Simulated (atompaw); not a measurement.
# Logarithmic derivatives: N, PAW (atompaw)

* Element: N (Z = 7)
* Generator: atompaw 4.2.0.5
* Type: PAW
* Functional: LDA (PW92)
* Relativity: scalar-relativistic
* Frozen core: [He]
* Valence charge: 5
* Reference configuration: 2s2 2p2 (charge +1)
* Partial waves: 2s (bound); 2s channel at -1.75 Ry; 2p (bound); 2p channel at 1.35 Ry
* Local potential: troulliermartins scheme with l = 2 at 0 Ry, radius 1.90 bohr
* Core correction: smooth core density matched at 2.00 bohr
* Augmentation charge: besselshape compensation charge, radius 2.25 bohr; PAW radius 2.35 bohr; waves and projectors: bloechl

The phase is arctan(r·u′/u) with u = r·R(r), unwrapped; energies in Ry, scanned from -4 to 5 Ry. A pole is an energy at which the radial function vanishes at the test radius. The pseudo phase is shifted by a multiple of π to meet the all-electron one at the reference energy, and phase errors are pseudo minus all-electron; the curves can meet again beyond the range given. Levels narrower than the energy grid can be missing from the lists of poles.

```
channel  radius (bohr)  reference energy (Ry)  poles, all-electron  poles, pseudo  unbroken range about the reference energy with phases within 0.05 rad  phase error 1 Ry above the reference energy (rad)
      s           2.35                  -2.37          -2.10, 4.58    -2.10, 4.11                                                              below 0.9                                             -0.000
      p           2.35                  -1.53          -1.23, 4.38    -1.23, 4.49                                                        the whole range                                             +0.001
```

Phases in the s channel:

```
E (Ry)  all-electron  pseudo
 -4.00         1.284   1.284
 -3.76         1.262   1.261
 -3.52         1.230   1.230
 -3.28         1.182   1.182
 -3.04         1.095   1.095
 -2.80         0.878   0.877
 -2.56        -0.136  -0.136
 -2.32        -1.328  -1.328
 -2.08        -1.583  -1.583
 -1.84        -1.685  -1.685
 -1.60        -1.746  -1.746
 -1.36        -1.793  -1.793
 -1.12        -1.835  -1.835
 -0.88        -1.878  -1.878
 -0.64        -1.926  -1.926
 -0.40        -1.982  -1.983
 -0.16        -2.054  -2.056
  0.08        -2.151  -2.155
  0.32        -2.290  -2.299
  0.56        -2.501  -2.519
  0.80        -2.823  -2.859
  1.04        -3.255  -3.311
  1.28        -3.677  -3.736
  1.52        -3.984  -4.033
  1.76        -4.183  -4.224
  2.00        -4.314  -4.349
  2.24        -4.405  -4.436
  2.48        -4.471  -4.499
  2.72        -4.522  -4.548
  2.96        -4.561  -4.588
  3.20        -4.594  -4.620
  3.44        -4.621  -4.648
  3.68        -4.644  -4.673
  3.92        -4.665  -4.696
  4.16        -4.684  -4.717
  4.40        -4.700  -4.737
  4.64        -4.716  -4.757
  4.88        -4.731  -4.777
```
